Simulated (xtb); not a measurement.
Input for xtb:
```
$ xtb mol.xyz --gfn 2 --uhf 1 --json

# file mol.xyz
5

C      0.03831317     0.37748676    -0.00198934
C      1.23935301    -0.08688495    -0.03729312
F     -1.07331666    -0.38169762     0.03330233
H     -0.24782299     1.43729641     0.00433304
H      2.24167587     0.25437132    -0.06835927
```

Q: Give the partial charges in atom order at the level xtb 6.7.1 with GFN2-xTB.

A: C1 0.14, C2 -0.10, F3 -0.20, H4 0.08, H5 0.09

Q: What is the computed total energy (GFN2-xTB)?

A: -269.0126 eV
